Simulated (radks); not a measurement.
Q: Species: the bismuth ion Bi3+. Configuration: [Hg] (the NIST ground configuration). Method: scalar-relativistic Kohn-Sham, RPBE, spin-polarised, spherical densities, finite nucleus; Fermi nuclear charge, rms radius 5.5211 fm; computed with a radial shooting solver on a logarithmic mesh with Libxc functionals. Some entries of the table are withheld. Estimate them.

| orbital | occ. | eigenvalue (hartree) | <r^2> (bohr^2) |
|---|---|---|---|
| 1s | 2 | -3331.265 | 0.0003463 |
| 2s | 2 | -599.4466 | 0.005245 |
| 2p | 6 | (1) | 0.004486 |
| 3s | 2 | -145.4886 | 0.03370 |
| 3p | 6 | -120.8091 | 0.03501 |
| 3d | 10 | -95.97500 | 0.02902 |
| 4s | 2 | -34.18896 | 0.1604 |
| 4p | 6 | (2) | 0.1840 |
| 4d | 10 | -16.83604 | 0.2058 |
| 5s | 2 | -6.81893 | 0.7737 |
| 4f | 14 | -6.63718 | 0.2320 |
| 5p | 6 | -4.54887 | 1.011 |
| 5d | 10 | -2.01308 | 1.705 |
| 6s | 2 | -1.46320 | 4.546 |

A: 
(1) 2p eigenvalue (hartree): -513.1147
(2) 4p eigenvalue (hartree): -26.09878
